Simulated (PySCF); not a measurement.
Ionisation energy along the 9-electron series

Calculated with PySCF 2.14 and a two-component X2C-1e Hamiltonian (Gaussian nucleus, no Breit or QED terms), each ion in its own even-tempered basis scaled to its charge; GMP2 freezes nothing and drops the highest virtual spinors. Values in eV. NIST values: (m) measured, (s) semi-empirical, (t) theoretical.

```csv
ion,configuration,GHF (spin-free),GMP2 (spin-free),GHF (screened spin-orbit),GMP2 (screened spin-orbit),NIST
Ar⁹⁺,[He] 2s2 2p5,478.35,479.81,478.15,479.61,479.76 ± 0.12 (s)
Ca¹¹⁺,[He] 2s2 2p5,656.91,658.38,656.51,657.98,658.2 ± 0.9 (s)
```

Question: Fill in the row of K¹⁰⁺.

Answer: configuration: [He] 2s2 2p5; GHF (spin-free): 564.19; GMP2 (spin-free): 565.66; GHF (screened spin-orbit): 563.91; GMP2 (screened spin-orbit): 565.38; NIST: 565.6 ± 0.7 (s).
